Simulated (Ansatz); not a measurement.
CH$_{4}$AlSe (`[CH3][Al][SeH]`) radical, relaxed with UKS PBE0-D4/def2-TZVP in Ansatz from a PBE-D4/def2-SVP geometry. The force threshold is 0.005 eV/Å; the program also tests the step.

Charge 0, multiplicity 2.

Start:

```xyz
7

C     0.486    1.092   -0.469
Al   -0.152   -0.787   -0.571
Se   -0.936   -1.685    1.471
H     1.436    1.131    0.107
H    -0.264    1.712    0.066
H     0.669    1.541   -1.466
H    -1.239   -3.005    0.863
```

| step | energy (eV) | largest force (eV/Å) | largest move (Å) |
| --- | --- | --- | --- |
| 1 | -73037.6227 | 0.500 | 0.000 |
| 2 | -73037.6428 | 0.145 | 0.034 |
| 3 | -73037.6442 | 0.027 | 0.011 |
| 4 | -73037.6445 | 0.008 | 0.011 |
| 5 | -73037.6445 | 0.001 | 0.002 |

End:

```xyz
7

C     0.480    1.083   -0.465
Al   -0.151   -0.776   -0.568
Se   -0.925   -1.670    1.457
H     1.414    1.117    0.105
H    -0.256    1.697    0.062
H     0.664    1.524   -1.446
H    -1.226   -2.975    0.855
```

Run time 17 s (4 threads of a server CPU on a shared host); peak host memory 0.44 GiB.
